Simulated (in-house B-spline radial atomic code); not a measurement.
RPA and G0W0 on PBE0: Ne6+

Configuration [He] 2s2, mean-field start PBE0. Computed with an all-electron radial atomic-structure program (B-spline basis): all electrons, scalar-relativistic (spin-free one-electron X2C), finite nucleus, each spin shell either full or empty, empty states to l = 9 with an (l + 1/2)⁻⁴ tail; G0W0 by contour deformation at full frequency.

Command:
```bash
python run_gw.py task.json out
```
Settings (radii: box in bohr, nucleus in fm):
```
Z                        10
electrons                4
configuration            [He] 2s2
hamiltonian              x2c
method                   pbe0
lmax                     9
rms_radius               3.0055
spin_polarised           False
box_radius               9.29
intervals                68
ion_configuration        [He] 2s1
```

Cost of the run: 1.4 s on 1 thread of Arm Neoverse V2 (shared host).

Energies (hartree):

```tsv
term	value
mean-field total	-110.29981
Hartree-Fock functional on these orbitals	-110.24760
direct second order	-0.35799
second-order exchange	0.17565
SOSEX correction	0.13558
```

Q: What is the RPA correlation energy, and what remains with SOSEX?

A: RPA gives -0.27674 hartree (-1.88 eV per electron); RPA + SOSEX gives -0.14116, and the second-order doubles -0.18234 hartree (no singles). SOSEX takes back 49 % of the RPA value.

Quasi-particle levels (eV):

```
level  occupied  mean field  Σx - vxc     Σc  QP weight      G0W0
   2s       yes     -195.66     -8.43      ?          ?         ?
   1s       yes    -1057.45    -46.78   5.78      0.951  -1098.45
   2p        no     -170.07     13.08  -1.59      0.976   -158.57
```

G0W0 = mean field + (Σx - vxc) + Σc, with Σc (partial-wave tail included) taken at the quasi-particle energy.

Q: Where does G0W0 put 2s?

A: At -207.20 eV, with Σc = -3.11 eV and a quasi-particle weight of 0.959. The tabulated removal energy is 207.271 ± 0.012 eV (NIST, measured).

Q: What does it cost to remove one electron (to [He] 2s1) by differences of total energies, each species on its own start (correlation terms add to the Hartree-Fock functional)?

A: PBE0 205.48 eV, Hartree-Fock functional 203.80 eV, + RPA 207.17 eV, + RPA + SOSEX 206.27 eV, + second order 207.34 eV. Tabulated: 207.271 ± 0.012 eV (NIST, measured).
